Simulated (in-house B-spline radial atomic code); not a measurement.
Rh⁴¹⁺. Computed with a B-spline radial atomic code. Model: all-electron spherical atom, spin shells full or empty, radial basis limit, no spin-orbit coupling: exact exchange with a local potential (Slater, KLI or optimised effective potential, whose far tail is KLI's), no correlation.

The run also made RPA and GW results, which its time includes.

The Slater potential averages the orbital exchange potentials with the orbital densities as weights, KLI adds orbital constants, and the optimised effective potential minimises the exact-exchange energy among local potentials. So their energies lie above Hartree-Fock in the order OEP, KLI, Slater. All fall off as −1/r, unlike LDA and GGA exchange.

Command:
```bash
python run_gw.py task.json out
```
Settings (lengths in bohr, energies in hartree):
```
Z                      45
electrons              4
configuration          [He] 2s2
hamiltonian            nr
method                 slater
lmax                   9
spin_polarised         False
box_radius             2.42
intervals              63
ion_configuration      [He] 2s1
```

Cost of the run: 1.2 s on 1 thread of Intel(R) Xeon(R) 6975P-C (Granite Rapids), on a shared host.

Given: hamiltonian non-relativistic; mean-field start Slater potential.

Computed: energy above Hartree-Fock 11.781 millihartree; virial ratio -E/T less 1 -0.002669.

```
radius (bohr)  r times exchange potential (hartree bohr)
      0.00111                                  -0.051778
      0.00131                                  -0.061067
      0.00154                                  -0.071731
      0.00181                                  -0.084206
      0.00212                                  -0.098481
       0.0025                                   -0.11588
      0.00294                                   -0.13589
      0.00345                                   -0.15886
      0.00406                                   -0.18599
      0.00477                                   -0.21705
      0.00561                                   -0.25298
       0.0066                                   -0.29413
      0.00776                                   -0.34052
      0.00912                                   -0.39234
       0.0107                                   -0.44886
       0.0126                                   -0.51158
       0.0148                                   -0.57713
       0.0174                                          ?
       0.0205                                   -0.71434
       0.0241                                   -0.77993
       0.0283                                   -0.83967
       0.0333                                   -0.89148
       0.0392                                   -0.93008
       0.0461                                          ?
       0.0542                                   -0.91755
       0.0637                                   -0.82754
       0.0749                                   -0.73241
        0.088                                   -0.72251
        0.104                                    -0.7804
        0.122                                   -0.85034
        0.143                                   -0.91055
        0.168                                   -0.95426
        0.198                                   -0.98074
        0.233                                   -0.99341
        0.274                                   -0.99824
        0.322                                   -0.99965
        0.378                                   -0.99995
```

Q: What belongs in the row 0.0174?

A: r times exchange potential (hartree bohr): -0.64526.

Q: What belongs in the row 0.0461?

A: r times exchange potential (hartree bohr): -0.94568.

| occupied | level (hartree) | Hartree-Fock level (hartree) |
| --- | --- | --- |
| 1s | -966.54 | -967.22 |
| 2s | -229.52 | -228.92 |

```tsv
empty	level (hartree)
2p	-226.66
3s	-100.51
3p	-99.602
3d	-98.339
4s	-56.164
4p	-55.781
4d	?
4f	-55.139
```

Q: What belongs in the row 4d?

A: level (hartree): -55.286.
